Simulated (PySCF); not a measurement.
BClGe2H6, SMILES Cl[B]([GeH3])[GeH3]. Heavy atoms are numbered as in [B:1]([Cl:2])([GeH3:3])[GeH3:7]. Hydrogens are named by the atom that carries them.

The structure is a stationary point at B3LYP-D3(BJ)/def2-SVP. This is a generated structure with no PubChem entry under its InChIKey; it may be hypothetical.

Computed with HF/def2-TZVP (PySCF).

Atomic charges (e), one atom of each kind:

```
atom        Löwdin  Mulliken
----------  ------  --------
B1           -1.09      0.06
Cl2           0.56     -0.12
Ge3 (GeH3)    0.46      0.08
H on Ge3     -0.06     -0.02
```
